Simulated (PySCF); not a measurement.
Compound: C₈H₂₀Si₃.
Bonds: C1–C2, C2–C3, C3–C4, C4–C5, C5–C6, C3–Si7, Si7–C8, C8–Si9, Si9–C10, C10–Si11, C3–Si11, C4–C6. Hydrogens: H12, H13, H14 on C1; H15, H16 on C2; H17 on C4; H18, H19 on C5; H20, H21 on C6; H22, H23 on Si7; H24, H25 on C8; H26, H27 on Si9; H28, H29 on C10; H30, H31 on Si11.

Level of theory: PySCF 2.14.0, PBE0-D3(BJ)/def2-SVP geometry optimisation, gas phase.

Task: List the bond lengths, angles and torsions at this level.

Result: 
| bond | length (bohr) | order |
| --- | --- | --- |
| C1–C2 | 2.878 | single |
| C2–C3 | 2.926 | single |
| C3–C4 | 2.883 | single |
| C4–C5, C4–C6 | 2.843 | single |
| C5–C6 | 2.833 | single |
| C3–Si7, C3–Si11 | 3.607 | single |
| Si7–C8, C10–Si11 | 3.563 | single |
| C8–Si9, Si9–C10 | 3.560 | single |
| C1–H12, C1–H13, C1–H14 | 2.080 | single |
| C2–H15, C2–H16 | 2.089 | single |
| C4–H17 | 2.076 | single |
| C5–H18, C6–H21 | 2.066 | single |
| C5–H19, C6–H20 | 2.066 | single |
| Si7–H22, Si11–H30 | 2.834 | single |
| Si7–H23, Si11–H31 | 2.829 | single |
| C8–H24, C10–H29 | 2.085 | single |
| C8–H25, C10–H28 | 2.086 | single |
| Si9–H26 | 2.830 | single |
| Si9–H27 | 2.832 | single |

Bonds in one row agree within 0.02 bohr and their mean is given. Orders are formal, as drawn. A selection of angles:
| angle | degrees |
| --- | --- |
| C1–C2–C3 | 115.5 |
| C2–C3–C4 | 110.2 |
| C2–C3–Si7 | 110.5 |
| C2–C3–Si11 | 108.0 |
| C4–C3–Si7 | 115.4 |
| C4–C3–Si11 | 105.6 |
| Si7–C3–Si11 | 106.8 |
| C3–C4–C5 | 123.5 |
| C3–C4–C6 | 124.7 |
| C5–C4–C6 | 59.8 |
| C4–C5–C6 | 60.2 |
| C3–Si7–C8 | 109.1 |
| Si7–C8–Si9 | 113.5 |
| C8–Si9–C10 | 110.0 |
| C3–Si11–C10 | 111.4 |

Torsions: C1–C2–C3–C4 63° (synclinal); C2–C3–C4–C5 -170° (antiperiplanar); C3–C4–C5–C6 114° (anticlinal); C2–C3–Si7–C8 -56° (synclinal); C3–Si7–C8–Si9 -60° (synclinal); Si7–C8–Si9–C10 53° (synclinal); C8–Si9–C10–Si11 -50° (synclinal); Si9–C10–Si11–C3 56° (synclinal); C2–C3–Si11–C10 58° (synclinal); C3–C4–C6–C5 -112° (anticlinal). The mirror-image conformer, all signs reversed, is as good.

The C–Si distances run from 1.883 Å (Si9–C10, drawn single) to 1.909 Å (C3–Si11, drawn single), a spread of 0.026 Å. Si9 (SiH2 silicon) is tetrahedral (angles from 107.9° to 110.8°). Si7 (SiH2 silicon) is tetrahedral (angles from 106.9° to 112.6°). The 3-membered ring C4–C5–C6 has internal angles of 59.8° to 60.2°. Of the pairs four or more bonds apart, Si7···H21 is among the closest relative to their van der Waals radii: 2.91 Å, 88 % of the sum of Bondi's values. The C–C distances run from 1.499 Å (C5–C6, drawn single) to 1.548 Å (C2–C3, drawn single), a spread of 0.049 Å. The 6-membered ring C3–Si7–C8–Si9–C10–Si11 has internal angles of 106.8° to 113.5° (sum 664°, against 720° for a flat polygon); it is puckered, 0.30 Å rms from its mean plane, widest ring torsion 61°.

Point group: C1 (no symmetry element, even within 0.4 Å). Whether it is a minimum is left open (no frequencies). One conformer, not necessarily the lowest.
